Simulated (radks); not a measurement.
Values are calculated unless marked as measured or tabulated.
Ionisation of the platinum ion Pt38+, [Kr] 4d4, to Pt39+, [Kr] 4d3, under several functionals. Dirac Kohn-Sham, spin-unpolarised, spherical densities, point nucleus; open shells fill j = l - 1/2 first; a radial shooting solver on a logarithmic mesh with Libxc functionals.

functional                                        E(Pt38+) (hartree)  Exc (hartree)  IE (eV)  -e(HOMO) (eV)  <r> HOMO (bohr)  IE error (eV)
AM05                                                     -17571.5757      -280.3887   1765.6         1736.2           0.3894           +2.6
B86b exchange with PBE correlation                       -17582.8230      -291.7282   1765.6         1736.3           0.3896           +2.6
PBE                                                      -17581.5558      -290.4503   1765.6         1736.2           0.3896           +2.6
HCTH/407                                                 -17588.3949      -297.4537   1771.0         1741.6           0.3886           +8.0
PBEsol                                                   -17576.4118      -285.2645   1765.4         1736.1           0.3895           +2.4
LDA (Slater exchange, Perdew-Zunger correlation)         -17570.7318      -279.5344   1765.7         1736.3           0.3894           +2.7

NIST Atomic Spectra Database: 1763 eV (theoretical). Closest: PBEsol. The Delta-SCF values span 5.52 eV, the total energies 17.66 hartree. The highest occupied level is 4d3/2. Spin polarisation and multiplet splitting are left out, so open shells lie too high by an amount that depends on their filling.

Beside tabulated values, note that spin-unpolarised runs miss the spin-polarisation part of the exchange energy of open shells.
